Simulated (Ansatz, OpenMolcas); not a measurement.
## C2H6BFO (SMILES COB(C)F): the vertical energy of the triplet above the singlet, rung by rung

C2H6BFO has 11 atoms, charge 0, and is taken as a singlet. SMILES: `COB(C)F`. The coordinates come from a PBE0-D4/def2-TZVP relaxation. This is one conformer, not always the lowest.

Quantity: the vertical energy of the triplet above the singlet, in eV. The values are calculated.

```tsv
level	kind	program	value (eV)	CPU time (all runs)
HF/def2-SVP	Hartree–Fock	Ansatz	7.88	12 s
SVWN5/def2-SVP	LDA	Ansatz	7.38	10 s
TPSS/def2-SVP	meta-GGA	OpenMolcas	7.37	5.6 min
BHLYP/def2-SVP	global hybrid	Ansatz	8.24	20 s
PBE0/def2-SVP	global hybrid	Ansatz	7.79	20 s
r2SCAN0/def2-SVP	hybrid meta-GGA	Ansatz	7.88	38 s
CAM-B3LYP/def2-SVP	range-separated hybrid	Ansatz	8.05	25 s
B2PLYP/def2-SVP	double hybrid	Ansatz	8.41	20 s
RPA@PBE/def2-SVP	RPA	Ansatz	7.87	27 s
CCSD/def2-SVP	coupled cluster or CI	Ansatz	8.57	1.9 min
```

The values span 7.37 to 8.57 eV. A triplet this far above the singlet is often a Rydberg-like or dissociative state; sets without diffuse functions put Rydberg states too high. CPU times are rough (shared hosts, several kinds of processor and program).
